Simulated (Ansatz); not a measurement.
`[SiH3][NH][GeH3]` + CH₃OH → `O[CH2][GeH3]` + `N[SiH3]` at 400 K and 1 bar (formal exchange of groups at a Ge–N bond).

Program: Ansatz. Geometries: PBE0-D4/def2-TZVP. ΔE: electronic, gas phase. CBS: MP2 limit from def2 TZ/QZ plus the TZ coupled-cluster correction, frozen cores. This one scheme is used for every species. For Ge outer-core shells are correlated without core-valence functions, which leaves a few kJ/mol of doubt a bond. Scalar relativity is left out up to krypton. Each species was taken in one conformer, which may not be the lowest.

```csv
species,CCSD(T)/CBS energy (Eh),H − E (kJ/mol),S (J/(mol·K))
`[SiH3][NH][GeH3]`,-2424.11992,199.5,375.1
CH₃OH,-115.61712,151.2,252.6
`O[CH2][GeH3]`,-2192.91927,196.2,334.7
`N[SiH3]`,-346.80422,153.0,285.3
```

H − E and S are ideal-gas, rigid-rotor, harmonic terms from PBE0-D4/def2-TZVP, for one conformer and one mirror image of each species. 1 Eh = 2625.50 kJ/mol, R = 8.31446 J/(mol·K).

By hand: ΔE, ΔH, ΔS and ΔG.

ΔE = (-2192.91927) + (-346.80422) − (-2424.11992) − (-115.61712) = 0.01355 Eh = 35.6 kJ/mol. Δ(H − E) = 196.2 + 153.0 − 199.5 − 151.2 = -1.5, so ΔH = 34.1 kJ/mol. ΔS = 334.7 + 285.3 − 375.1 − 252.6 = -7.7 J/(mol·K). ΔG = 34.1 − 400 × (-7.7)/1000 = 37.2 kJ/mol.

By hand: the equilibrium constant, and the temperature at which ΔG would vanish if ΔH and ΔS stayed fixed.

log₁₀ K = −ΔG/(RT ln 10) = -4.9. ΔH and −TΔS have one sign here, so there is no such temperature.

The number of gas molecules stays the same, so ΔS is small and ΔH decides. A doubt of 5 kJ/mol in ΔE shifts log₁₀ K by 0.7 here. Other conformers and mirror images would add mixing entropy, several J/(mol·K) or more a flexible species. Modes under 60 cm⁻¹, often nearly free rotors, make the harmonic entropy too high. These are equilibria of isolated gas molecules and say nothing of rates. Largest T1 diagnostic: 0.011 (customary marks: 0.02 for closed shells, 0.045 for open ones).

ΔS is within the doubt of such terms, so its sign, and with it that verdict, could turn.
